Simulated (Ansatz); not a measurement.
Basis-set extrapolation for CH8SSi2 (`[SiH3]C([SiH3])S`) (PBE0-D4/def2-TZVP geometry, frozen core, Ansatz 0.2.0). Multiplicity 1, RHF reference.

```tsv
	def2-TZVPP	def2-QZVPP
HF	-1017.963193	-1017.994659
MP2 correlation	-0.614571	-0.659952
CCSD(T) correlation	-0.710129	not run
```

Energies in hartree. Use E(X) = E(∞) + A·exp(−7.88·√X) for Hartree–Fock and E(X) = E(∞) + B·X^(−2.97) for correlation, with X = 3 and 4, and add CCSD(T) minus MP2 of the smaller set to the MP2 limit.

Question: What is the CCSD(T) energy at the basis-set limit?

Answer: HF limit: -1017.994659 + (-0.031466) × 0.13774 = -1017.99899. MP2 limit: -0.659952 + (-0.045381) × 0.74074 = -0.69357. Higher-order term: -0.710129 − (-0.614571) = -0.09556. Total: -1018.78812 hartree, 72.0 kcal/mol below CCSD(T)/def2-TZVPP.
